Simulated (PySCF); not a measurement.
PySCF input file for H₃S, SMILES [SH3+], charge +1, PBE/pcJ-2. Geometry: B3LYP-D3(BJ)/def2-TZVPD. The isomer is the one that the SMILES or the coordinates give; other isomers of the formula were not compared.

```python
import numpy as np
from pyscf import gto, scf, dft
from pyscf.prop.ssc import rks as ssc

mol = gto.M(
    atom='''
    S     0.00000000   -0.00000000    0.11434496
    H     0.99499332   -0.57445966   -0.60983980
    H    -0.99499334   -0.57445967   -0.60983977
    H    -0.00000002    1.14891934   -0.60983978
    ''',
    basis='pcJ-2',
    charge=1,
    spin=0,
    max_memory=1600,
    verbose=3,
)
mf = dft.RKS(mol, xc='pbe')
mf.grids.level = 3
mf.conv_tol = 1e-10
mf.max_cycle = 100
mf.kernel()
j = ssc.SSC(mf)
j.with_fcsd = True
j.max_cycle_cphf = 80
j.conv_tol = 1e-7
e11 = j.kernel()
```

Output:

```
converged SCF energy = -398.666644801354
Reduced spin-spin coupling constant K (Hz)
               #0        #1        #2        #3
        0 S    0.00000
        1 H   11.60878   0.00000
        2 H   11.60879  -0.45722   0.00000
        3 H   11.60866  -0.45722  -0.45722   0.00000
Spin-spin coupling constant J (Hz)
               #0        #1        #2        #3
        0 S    0.00000
        1 H   27.83157   0.00000
        2 H   27.83158 -14.26532   0.00000
        3 H   27.83127 -14.26524 -14.26538   0.00000
```

Self-consistency was reached.
